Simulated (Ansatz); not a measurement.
Reaction (cleavage of the Al–B bond): `[AlH2][BH][Al]([Cl])[Br]` + HBr → `[Cl][Al]([Br])[Br]` + `[BH2][AlH2]`

Computed with Ansatz on PBE0-D4/def2-TZVP structures; ΔE is electronic, products minus reactants. CCSD(T)/CBS adds triple-zeta CCSD(T) − MP2 to the extrapolated MP2 energy (def2 sets, frozen cores). This one scheme is used for every species. DFT in def2-TZVPP. For Br outer-core shells are correlated without core-valence functions, which leaves a few kJ/mol of doubt a bond. Scalar relativity is left out up to krypton. One conformer a species, not always the lowest.

CCSD(T)/CBS gives -149.4 kJ/mol.

(1) Another level gave -138.9 kJ/mol. Which?
A. ωB97X-V/def2-TZVPP
B. BHLYP-D4/def2-TZVPP
C. PBE0-D4/def2-TZVPP
D. revPBE-D4/def2-TZVPP

(2) What do rigid-rotor, harmonic-oscillator terms from PBE0-D4/def2-TZVP frequencies (298.15 K, 1 bar) make of the CCSD(T)/CBS value? (An estimate is asked.)

Largest T1 diagnostic among the species: 0.010.

Results:

(1) C. PBE0-D4 -138.9, ωB97X-V -146.9, BHLYP-D4 -154.5, revPBE-D4 -131.8 kJ/mol.

(2) Computed: ΔZPE = +5.4 kJ/mol, ΔH = -146.9 kJ/mol, ΔS = -7 J/(mol·K), ΔG = -144.8 kJ/mol. Modes under 50 cm⁻¹ make the entropy rough.

From PBE to PBE0 (25 % exact exchange), in def2-TZVPP and without D4, ΔE moves by −9.4 kJ/mol. Leaving LDA and LC-ωPBE aside and taking each functional with its dispersion term where it has one, the values, not all of them listed here, spread over 24.7 kJ/mol, from BHLYP-D4 to PBE-D4. LDA lies +4.4 kJ/mol from PBE without D4. At CCSD(T), def2-SVP lies +6.9 kJ/mol from the extrapolated value and def2-TZVPP +4.7 kJ/mol.
